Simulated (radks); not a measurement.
The numbers below are computed, except where a source is named.
Coulomb parameter of the 3d shell of neutral cobalt in the model configuration [Ar] 3d7.5 4s1.5, as a second difference U = [E(n + 0.25) + E(n - 0.25) - 2 E(n)] / (0.25)^2 with all orbitals relaxed. "Bare": the charge of the atom changes with n. "Screened": the 4s shell takes up the change at fixed total charge, which measures U(3d,3d) + U(4s,4s) - 2 U(3d,4s). Code: a radial shooting solver on a logarithmic mesh with Libxc functionals. Model: scalar-relativistic Kohn-Sham, PBE, spin-unpolarised, spherical densities, finite nucleus; Fermi nuclear charge, rms radius 3.7875 fm.

| case | configuration | E - E(n) (eV) |
|---|---|---|
| start | [Ar] 3d7.5 4s1.5 | 0.000 |
| bare +0.25 | [Ar] 3d7.75 4s1.5 | -1.163 |
| bare -0.25 | [Ar] 3d7.25 4s1.5 | 1.885 |
| screened +0.25 | [Ar] 3d7.75 4s1.25 | -0.202 |
| screened -0.25 | [Ar] 3d7.25 4s1.75 | 0.381 |

U(bare) = 11.540 eV, U(screened by 4s) = 2.874 eV, against the Slater integral F0(3d,3d) = 23.114 eV with frozen orbitals. The step up makes a negative ion, whose loosely bound charge lowers the bare value.
